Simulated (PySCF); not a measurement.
Species: CH7AlNSb.
Numbering: `[CH2:1]=[N:2][AlH2-:3][SbH3+:4]` (hydrogens: H5, H6 on C1; H7, H8 on Al3; H9, H10, H11 on Sb4)
Bond orders are those of one Lewis drawing.

Method: PySCF 2.14.0, PBE0-D3(BJ)/def2-SVP geometry optimisation, gas phase, def2 core potentials past Kr; density fitting, grid level 1; the optimiser is geomeTRIC in internal coordinates, started from a GFN2-xTB structure with every atom displaced at random (about 0.01 Å).

Step 0: E = -15763.8915 eV
```
atom  x, y, z in Å  |  force x, y, z in eV/Å
C1     -2.3251    0.5230    0.6759   -1.140   1.663  -0.167
N2     -1.5428   -0.2004    0.0742    1.013  -1.195  -0.747
Al3    -0.5565   -1.3748   -0.8245    0.132   0.041   0.217
Sb4     1.7753    0.0124   -0.1158   -0.299   0.217   0.558
H5     -2.7691    1.4406    0.1976    0.023  -0.041   0.204
H6     -2.6810    0.3623    1.6952   -0.201  -0.215   0.830
H7     -0.3694   -1.2374   -2.3617   -0.045   0.027  -0.620
H8     -0.1243   -2.7243   -0.1573    0.048  -0.430   0.189
H9      1.8882    0.6202    1.4678   -0.240  -0.120   0.137
H10     3.3540   -0.4736   -0.0437    0.724  -0.516  -0.126
H11     2.2284    1.5017   -0.7007   -0.016   0.568  -0.474
```

Step 1: E = -15764.0483 eV
```
atom  x, y, z in Å  |  force x, y, z in eV/Å
C1     -2.3282    0.5508    0.6588    0.175  -0.276   0.052
N2     -1.5808   -0.2304    0.0315   -0.171   0.211   0.099
Al3    -0.5331   -1.4074   -0.8233    0.074  -0.091  -0.120
Sb4     1.7700    0.0789   -0.0533    0.591   0.260  -0.016
H5     -2.6830    1.5235    0.2474    0.004   0.076  -0.036
H6     -2.7016    0.3472    1.6953   -0.014  -0.008  -0.109
H7     -0.3775   -1.2869   -2.4195   -0.039  -0.033   0.141
H8     -0.0965   -2.7949   -0.1365   -0.046   0.118  -0.025
H9      1.8529    0.6214    1.5670   -0.012  -0.058  -0.156
H10     3.3833   -0.5594   -0.1015   -0.447   0.184   0.007
H11     2.1720    1.6068   -0.7589   -0.115  -0.384   0.164
```

Task: Estimate the geometry and energy of step 2. (The exact step hangs on the optimiser's Hessian estimate; all steps are aligned on step 1, rigid shifts and turns removed.)

Result: E = -15764.0680 eV, largest force 0.135 eV/Å
```
atom  x, y, z in Å  |  force x, y, z in eV/Å
C1     -2.3243    0.5471    0.6628    0.022  -0.047  -0.041
N2     -1.5765   -0.2252    0.0310   -0.019   0.046   0.004
Al3    -0.5276   -1.4009   -0.8246    0.050  -0.022  -0.005
Sb4     1.7807    0.0827   -0.0537   -0.105  -0.084  -0.001
H5     -2.6684    1.5270    0.2525    0.009   0.041   0.050
H6     -2.7165    0.3302    1.6865   -0.029  -0.015  -0.025
H7     -0.3727   -1.2900   -2.4113   -0.033  -0.009   0.012
H8     -0.1039   -2.7803   -0.1343   -0.004   0.011   0.016
H9      1.8622    0.6234    1.5499   -0.010   0.015   0.071
H10     3.3548   -0.5381   -0.1017    0.114  -0.053  -0.011
H11     2.1697    1.5737   -0.7502    0.005   0.116  -0.069
```

The energy changes by -0.0197 eV. The first-order estimate −F·Δx gives -0.0476 eV and the mean of the old and new forces, exact on a quadratic surface, -0.0190 eV. The step makes an angle of 48° with the force vector and moves no atom by more than 0.036 Å.

The cost below is that of the whole optimisation. Time: 1.8 min; peak memory 0.45 GiB. Hardware: an Arm Neoverse V2 with one thread, no GPU (shared host).
